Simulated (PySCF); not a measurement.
C₂H₁₀OSi₃, SMILES [SiH3][C@H]1O[SiH2]C[SiH2]1. Atoms are numbered in the order given.

```xyz
16

Si     2.0384     0.6036    -0.7522
C      0.9096    -0.1473     0.5770
O      0.0050     0.8503     1.0654
Si    -1.5302     0.9700     0.3836
C     -1.7249    -0.6656    -0.5347
Si    -0.1643    -1.6113    -0.0458
H      2.7283     1.8231    -0.2368
H      1.1986     0.9906    -1.9302
H      3.0544    -0.4021    -1.1933
H      1.5423    -0.4806     1.4191
H     -2.5124     1.1583     1.4887
H     -1.6066     2.1407    -0.5414
H     -1.7499    -0.5004    -1.6236
H     -2.6413    -1.2039    -0.2497
H      0.4739    -2.3536    -1.1761
H     -0.4493    -2.5687     1.0667
```
Charge 0, spin multiplicity 1.

Geometry optimised at PBE0-D3(BJ)/def2-SVP. The structure was generated by enumeration; whether it is a known compound was not checked. Other conformers were not sampled.

All values below come from TDA-PBE/def2-SVPD (PySCF 2.14.0).

Vertical excitations. Gas-phase values at a fixed geometry.

Computed lowest excited states:
```csv
state,energy (eV),λ (nm),f,main pairs
S1,5.28,235,0.005,HOMO→LUMO 99 %
S2,5.62,221,0.007,HOMO→LUMO+1 98 %
S3,5.82,213,0.028,HOMO→LUMO+2 97 %
S4,6.12,203,0.038,HOMO→LUMO+3 94 %
S5,6.23,199,0.001,HOMO−1→LUMO 93 %
S6,6.37,195,0.050,"HOMO→LUMO+4 63 %, HOMO→LUMO+5 30 %"
T1,5.09,244,0,HOMO→LUMO 99 %
T2,5.48,226,0,"HOMO→LUMO+2 73 %, HOMO→LUMO+1 25 %"
```
Triplets are in the Tamm–Dancoff approximation.
